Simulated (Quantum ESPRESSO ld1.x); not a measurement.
Ionisation ladder of promethium, from Pm XXIII to Pm XLIV. Each ion is in the ground configuration listed by NIST, and IE = E(next ion) - E(this ion). Calculated with ld1.x of Quantum ESPRESSO 7.5: Dirac Kohn-Sham, PBE, spin-unpolarised, spherical densities, point nucleus; open shells are shared between the two j in proportion to 2j + 1.

Pm XXIII: configuration [Kr] 4d3; IE, Delta-SCF (eV) 687.06; -e(HOMO) (eV) 665.39; HOMO 4d5/2; IE, NIST (eV) 689; kind theory; error (eV) -1.9
Pm XXIV: configuration [Kr] 4d2; IE, Delta-SCF (eV) 725.84; -e(HOMO) (eV) 703.80; HOMO 4d5/2; IE, NIST (eV) 730; kind theory; error (eV) -4.2
Pm XXV: configuration [Kr] 4d1; IE, Delta-SCF (eV) 765.21; -e(HOMO) (eV) 742.80; HOMO 4d5/2; IE, NIST (eV) 767; kind theory; error (eV) -1.8
Pm XXVI: configuration [Kr]; IE, Delta-SCF (eV) 929.59; -e(HOMO) (eV) 898.49; HOMO 4p3/2; IE, NIST (eV) 916; kind theory; error (eV) +13.6
Pm XXVII: configuration [Ar] 3d10 4s2 4p5; IE, Delta-SCF (eV) 970.50; -e(HOMO) (eV) 938.99; HOMO 4p3/2; IE, NIST (eV) 956; kind theory; error (eV) +14.5
Pm XXVIII: configuration [Ar] 3d10 4s2 4p4; IE, Delta-SCF (eV) 1011.7; -e(HOMO) (eV) 979.84; HOMO 4p3/2; IE, NIST (eV) 998; kind theory; error (eV) +13.7
Pm XXIX: configuration [Ar] 3d10 4s2 4p3; IE, Delta-SCF (eV) 1053.3; -e(HOMO) (eV) 1021.0; HOMO 4p3/2; IE, NIST (eV) 1040; kind theory; error (eV) +13.3
Pm XXX: configuration [Ar] 3d10 4s2 4p2; IE, Delta-SCF (eV) 1095.0; -e(HOMO) (eV) 1062.4; HOMO 4p3/2; IE, NIST (eV) 1113; kind theory; error (eV) -18.0
Pm XXXI: configuration [Ar] 3d10 4s2 4p1; IE, Delta-SCF (eV) 1137.0; -e(HOMO) (eV) 1104.0; HOMO 4p3/2; IE, NIST (eV) 1158; kind theory; error (eV) -21.0
Pm XXXII: configuration [Ar] 3d10 4s2; IE, Delta-SCF (eV) 1270.2; -e(HOMO) (eV) 1248.6; HOMO 4s1/2; IE, NIST (eV) 1261; kind theory; error (eV) +9.2
Pm XXXIII: configuration [Ar] 3d10 4s1; IE, Delta-SCF (eV) 1313.9; -e(HOMO) (eV) 1291.9; HOMO 4s1/2; IE, NIST (eV) 1309; kind semi-emp.; error (eV) +5.2
Pm XXXIV: configuration [Ar] 3d10; IE, Delta-SCF (eV) 2261.9; -e(HOMO) (eV) 2202.6; HOMO 3d5/2; IE, NIST (eV) 2251; kind theory; error (eV) +10.9
Pm XXXV: configuration [Ar] 3d9; IE, Delta-SCF (eV) 2360.4; -e(HOMO) (eV) 2300.1; HOMO 3d5/2; IE, NIST (eV) 2344; kind theory; error (eV) +16.4
Pm XXXVI: configuration [Ar] 3d8; IE, Delta-SCF (eV) 2460.4; -e(HOMO) (eV) 2399.2; HOMO 3d5/2; IE, NIST (eV) 2443; kind theory; error (eV) +17.4
Pm XXXVII: configuration [Ar] 3d7; IE, Delta-SCF (eV) 2562.0; -e(HOMO) (eV) 2499.7; HOMO 3d5/2; IE, NIST (eV) 2549; kind theory; error (eV) +13.0
Pm XXXVIII: configuration [Ar] 3d6; IE, Delta-SCF (eV) 2665.0; -e(HOMO) (eV) 2601.7; HOMO 3d5/2; IE, NIST (eV) 2652; kind theory; error (eV) +13.0
Pm XXXIX: configuration [Ar] 3d5; IE, Delta-SCF (eV) 2769.4; -e(HOMO) (eV) 2705.1; HOMO 3d5/2; IE, NIST (eV) 2755; kind theory; error (eV) +14.4
Pm XL: configuration [Ar] 3d4; IE, Delta-SCF (eV) 2875.3; -e(HOMO) (eV) 2810.0; HOMO 3d5/2; IE, NIST (eV) 2892; kind theory; error (eV) -16.7
Pm XLI: configuration [Ar] 3d3; IE, Delta-SCF (eV) 2982.6; -e(HOMO) (eV) 2916.3; HOMO 3d5/2; IE, NIST (eV) 2997; kind theory; error (eV) -14.4
Pm XLII: configuration [Ar] 3d2; IE, Delta-SCF (eV) 3091.2; -e(HOMO) (eV) 3024.0; HOMO 3d5/2; IE, NIST (eV) 3112; kind theory; error (eV) -20.8
Pm XLIII: configuration [Ar] 3d1; IE, Delta-SCF (eV) 3201.1; -e(HOMO) (eV) 3132.9; HOMO 3d5/2; IE, NIST (eV) 3219; kind theory; error (eV) -17.9
Pm XLIV: configuration [Ar]; IE, Delta-SCF (eV) 3572.6; -e(HOMO) (eV) 3476.6; HOMO 3p3/2; IE, NIST (eV) 3519; kind theory; error (eV) +53.6

Reference values: NIST Atomic Spectra Database (exp. = measured, semi-emp. = semi-empirical, theory = theoretical value adopted there). The ionisation energy per charge of the ion left behind rises most, in proportion, at Pm XXXIV ([Ar] 3d10), from 39.815 to 66.526 eV. Spin polarisation and multiplet splitting are left out, so open shells lie too high by an amount that depends on their filling. Sharing an open shell by 2j + 1 raises it above the true ground level by a part of the spin-orbit splitting, which enters the differences from NIST.

Beside tabulated values, note that spin-unpolarised runs miss the spin-polarisation part of the exchange energy of open shells.
